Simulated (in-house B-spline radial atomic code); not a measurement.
The numbers below are computed, except where a source is named.
# Weak and strong correlation along the adiabatic connection

Two-electron singlets in several external potentials (atomic units), by full CI in B-splines with partial waves to l = 8 (correlation energies up to 0.6 % small). The repulsion is scaled by λ at fixed density; W(λ) is the mean repulsion less the Hartree energy, W(0) = E_x, and the area under W from 0 to 1 is E_xc.

One system gave this curve:

```json
{"λ": "0", "W (hartree)": "-0.39737"}
{"λ": "0.02", "W (hartree)": "-0.39937"}
{"λ": "0.05", "W (hartree)": "-0.40229"}
{"λ": "0.12", "W (hartree)": "-0.40871"}
{"λ": "0.25", "W (hartree)": "-0.41933"}
{"λ": "0.4", "W (hartree)": "-0.4298"}
{"λ": "0.6", "W (hartree)": "-0.4414"}
{"λ": "0.8", "W (hartree)": "-0.45091"}
{"λ": "1", "W (hartree)": "-0.45882"}
{"λ": "1.4", "W (hartree)": "-0.47119"}
{"λ": "2", "W (hartree)": "-0.48421"}
{"λ": "3", "W (hartree)": "-0.49806"}
{"λ": "4.5", "W (hartree)": "-0.51037"}
{"λ": "7", "W (hartree)": "-0.52187"}
```

**Question.** Which system is it?
A. −Z exp(−kr)/r, Z = 6.1, k = 0.407
B. ω²r²/2 − Z/r, ω = 1.23, Z = 1
C. −V exp(−r²/w²), V = 6.92, w = 11.6
D. ω²r²/2 − Z/r, ω = 0.908, Z = 3

**Answer.** C. The exchange energy sets the size: −V exp(−r²/w²), V = 6.92, w = 11.6: E_x = -0.397, E_c = -0.036; −Z exp(−kr)/r, Z = 6.1, k = 0.407: E_x = -3.57, E_c = -0.0449; ω²r²/2 − Z/r, ω = 0.908, Z = 3: E_x = -1.74, E_c = -0.0429; ω²r²/2 − Z/r, ω = 1.23, Z = 1: E_x = -1.03, E_c = -0.0406 hartree.
